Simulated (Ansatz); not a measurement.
**Energy profile**

The step: AlNH₄ ([NH2][AlH2]) + H₂ → AlH₃ + NH₃ (still joined by a long Al–N bond); bonds formed: Al1–H6, N2–H5; bonds broken: H5–H6; bonds weakened to dative contacts: Al1–N2 (atoms numbered as in the saddle structure below).

```
8
angstrom
Al -0.3600 -0.7399 0.4252
N -0.1001 0.8471 -0.5880
H -0.5384 -2.0496 -0.4482
H -0.9943 -0.5043 1.8576
H 1.0426 0.2893 0.0123
H 1.4206 -0.4472 0.5816
H -0.1012 0.8475 -1.5980
H -0.3691 1.7572 -0.2423
```

Electronic energies by CCSD(T) at an estimated basis limit (MP2 extrapolated from triple and quadruple zeta, plus CCSD(T) − MP2 in triple zeta), on PBE0-D4/def2-TZVP structures; AlNH6, closed shell; no counterpoise correction. Computed with Ansatz 0.2.0 (basis: def2-TZVPP and def2-QZVPP); correlated methods freeze the cores. Extrapolation: Hartree–Fock as exp(−7.88 √X), correlation as X^−2.97.

(1) Give the profile in eV, counted from the separated reactants. (Judge from chemistry; the value comes from the calculation.)

No T1 diagnostic of these runs exceeds 0.013.

## Answers

(1) Computed:
```tsv
point	eV
separated: AlNH4 (linked as [NH2][AlH2]; Al1, N2, H3, H4, H7, H8; singlet) + H2 (H5, H6; singlet)	0.000
start structure	-0.032
saddle	0.961
end structure	-0.425
separated: AlH3 (Al1, H3, H4, H6; singlet) + NH3 (N2, H5, H7, H8; singlet)	0.867
```

For scale, one of the runs: CCSD(T)/def2-TZVPP, 157 basis functions, launched by `ansatz run in.yaml --threads 2 --pin off --events-out ev --progress --plain --max-ram 4352MiB`. The run took 10 s on 2 CPU threads of an Arm Neoverse V1 (shared host), with 1 GiB of host memory at its peak.
